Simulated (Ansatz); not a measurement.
Consider the cleavage of the Ge–Si bond: `N[SiH2][GeH2][OH]` + H₂Se → `[OH][GeH2][SeH]` + `N[SiH3]`.

Gas-phase electronic energies from Ansatz, PBE0-D4/def2-TZVP geometries. CCSD(T)/CBS adds triple-zeta CCSD(T) − MP2 to the extrapolated MP2 energy (def2 sets, frozen cores). This one scheme is used for every species. DFT in def2-TZVPP. B3LYP here is the variant with VWN-RPA as its local correlation; programs differ in this. HSE06 is defined as in plane-wave codes. For Ge, Se outer-core shells are correlated without core-valence functions, which leaves a few kJ/mol of doubt a bond. Scalar relativity is left out up to krypton. Each species was taken in one conformer, which may not be the lowest.

| level | ΔE (kJ/mol) | difference from CCSD(T)/CBS |
| --- | --- | --- |
| PBE-D4 | -48.8 | 6.6 |
| HSE06-D4 | -52.4 | 3.0 |
| CAM-B3LYP-D4 | -52.9 | 2.5 |
| B2PLYP | -59.6 | -4.2 |
| BLYP | -56.0 | -0.6 |
| r2SCAN | -56.6 | -1.2 |
| B3LYP | -57.4 | -2.0 |
| r2SCANh | -57.2 | -1.8 |
| HF/def2-SVP | -64.3 | -8.9 |
| MP2/def2-SVP | -61.8 | -6.4 |
| MP2/def2-TZVPP | -63.2 | -7.8 |
| SCS-MP2/def2-TZVPP | -63.4 | -8.0 |
| CCSD/def2-TZVPP | -56.6 | -1.2 |
| HF/def2-QZVPP | -71.0 | -15.6 |
| SCS-MP2/def2-QZVPP | -63.2 | -7.8 |
| HF/CBS(def2) | -71.1 | -15.7 |
| CCSD(T)/CBS | -55.4 | 0 |

Largest T1 diagnostic among the species: 0.011.

From BLYP to BHLYP (50 % exact exchange), in def2-TZVPP and without D4, ΔE moves by −5.0 kJ/mol. The D4 term adds +3.7 kJ/mol with B3LYP and +2.3 kJ/mol with PBE0; it sums over pairs of atoms, weighted by their polarisabilities, and B3LYP, whose exchange is more repulsive, gets the larger term. In def2-TZVPP, CCSD(T) changes the Hartree–Fock value by +14.4 kJ/mol (the triples alone add +0.4 kJ/mol) and MP2 by +7.4 kJ/mol.

CCSD(T)/CBS has its own doubt, a few kJ/mol and more with outer-core shells, so smaller differences from it don't rank the levels.
